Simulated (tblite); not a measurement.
Compound: C5H12Ge2O.
SMILES with atom numbers: `[GeH3:1][GeH2:2][C@H:3]1[CH2:4][CH:5]=[CH:6][CH2:7][O:8]1` (hydrogens: H9, H10, H11 on Ge1; H12, H13 on Ge2; H14 on C3; H15, H16 on C4; H17 on C5; H18 on C6; H19, H20 on C7)

Computed with GFN2-xTB (tblite), gas phase: L-BFGS steps from a force-field or distance-geometry start until the largest atomic force falls under 0.01 eV/Å.

At the end of the run (lengths in Å): Ge1–H11 1.493, Ge1–H10 1.507, Ge1–H9 1.496, Ge2–H13 1.512, Ge2–C3 1.991, Ge1–Ge2 2.372, C3–C4 1.524, Ge1–Ge2–C3 99.3°, Ge2–C3–O8 99.2°, Ge2–C3–C4 113.8°, C3–O8–C7 113.3°, Ge1–Ge2–C3–C4 -95°, Ge2–C3–C4–C5 158°, C3–C4–C5–C6 -17°, H14–C3–Ge2–Ge1 138°, H12–Ge2–C3–C4 29°.

Task: These geometries were met on the way; a selection of coordinates is given. Order them by energy above the end point, lowest first.
A. Ge1–H11 1.491, Ge1–H10 1.502, Ge1–H9 1.503, Ge2–H13 1.506, Ge2–C3 1.983, Ge1–Ge2 2.371, C3–C4 1.523, Ge1–Ge2–C3 102.4°, Ge2–C3–O8 98.8°, Ge2–C3–C4 113.8°, C3–O8–C7 112.9°, Ge1–Ge2–C3–C4 -71°, Ge2–C3–C4–C5 160°, C3–C4–C5–C6 -19°, H14–C3–Ge2–Ge1 162°, H12–Ge2–C3–C4 52°
B. Ge1–H11 1.510, Ge1–H10 1.522, Ge1–H9 1.526, Ge2–H13 1.509, Ge2–C3 2.003, Ge1–Ge2 2.362, C3–C4 1.515, Ge1–Ge2–C3 109.4°, Ge2–C3–O8 107.2°, Ge2–C3–C4 111.0°, C3–O8–C7 110.8°, Ge1–Ge2–C3–C4 -65°, Ge2–C3–C4–C5 165°, C3–C4–C5–C6 -15°, H14–C3–Ge2–Ge1 173°, H12–Ge2–C3–C4 56°
C. Ge1–H11 1.493, Ge1–H10 1.501, Ge1–H9 1.503, Ge2–H13 1.501, Ge2–C3 1.989, Ge1–Ge2 2.374, C3–C4 1.526, Ge1–Ge2–C3 111.2°, Ge2–C3–O8 101.5°, Ge2–C3–C4 112.9°, C3–O8–C7 112.6°, Ge1–Ge2–C3–C4 -60°, Ge2–C3–C4–C5 160°, C3–C4–C5–C6 -16°, H14–C3–Ge2–Ge1 176°, H12–Ge2–C3–C4 62°
D. Ge1–H11 1.546, Ge1–H10 1.561, Ge1–H9 1.549, Ge2–H13 1.564, Ge2–C3 1.959, Ge1–Ge2 2.383, C3–C4 1.553, Ge1–Ge2–C3 109.7°, Ge2–C3–O8 109.1°, Ge2–C3–C4 109.2°, C3–O8–C7 109.5°, Ge1–Ge2–C3–C4 -67°, Ge2–C3–C4–C5 167°, C3–C4–C5–C6 -17°, H14–C3–Ge2–Ge1 174°, H12–Ge2–C3–C4 55°
E. Ge1–H11 1.483, Ge1–H10 1.490, Ge1–H9 1.488, Ge2–H13 1.507, Ge2–C3 1.973, Ge1–Ge2 2.341, C3–C4 1.527, Ge1–Ge2–C3 110.9°, Ge2–C3–O8 106.4°, Ge2–C3–C4 111.0°, C3–O8–C7 110.4°, Ge1–Ge2–C3–C4 -64°, Ge2–C3–C4–C5 164°, C3–C4–C5–C6 -15°, H14–C3–Ge2–Ge1 175°, H12–Ge2–C3–C4 58°

Result: A (0.043 eV), C (0.071 eV), E (0.118 eV), B (0.199 eV), D (0.361 eV).

| step | E above end (eV) | rms distance from the end, all atoms (Å) | largest force (eV/Å) | rms shift of all bonds from the end (Å) |
| --- | --- | --- | --- | --- |
| 90 | 0.043 | 0.419 | 0.043 | 0.003 |
| 27 | 0.071 | 0.626 | 0.090 | 0.004 |
| 7 | 0.118 | 0.642 | 0.256 | 0.010 |
| 2 | 0.199 | 0.646 | 0.765 | 0.012 |
| 0 | 0.361 | 0.649 | 1.035 | 0.028 |

Rows stand in the order of the answer.
